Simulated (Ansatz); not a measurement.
K₂O₂H₂⁻, that is (KOH)2 ring with one electron more. The state is a doublet with charge -1. Geometry PBE0-D4/def2-TZVP, that of the neutral singlet; atoms count from 1.

```xyz
6

K    -0.6744    0.9052   -1.3162
O    -1.4108    0.3354    0.9552
K     0.6766   -0.9002    1.3175
O     1.4118   -0.3327   -0.9546
H    -2.1934    0.5182    1.4731
H     2.1902   -0.5260   -1.4751
```

The highest occupied level of the charge -1 doublet lies above zero (up to 0.73 eV). Energy differences put its binding near zero (-0.07 eV; vertical, to the charge 0 singlet, at PBE0-D4/def2-TZVPD), which leaves it undecided.

(1) Estimate the Mulliken populations from the PBE0/def2-TZVPD orbitals of Ansatz.

(2) Where does the spin sit?

(3) And the Mayer bond orders between bonded heavy atoms (over 0.3)?

Results:

(1) 
```
atom  charge (e)  spin (α − β)
  K1        0.38          0.50
  O2       -0.98          0.00
  K3        0.38          0.50
  O4       -0.98          0.00
  H5        0.10          0.00
  H6        0.10          0.00
```
Mulliken values and Mayer orders depend strongly on the basis. With diffuse functions, as here, like atoms can get unlike values, and bond orders can come out too low or too high.

(2) Summed by element: K 1.00, O 0.00, H 0.00, of 1 unpaired in all. Largest on single atoms: K1 0.50, K3 0.50, O4 0.00.

(3) K1–K3 0.47 (3.47 Å).
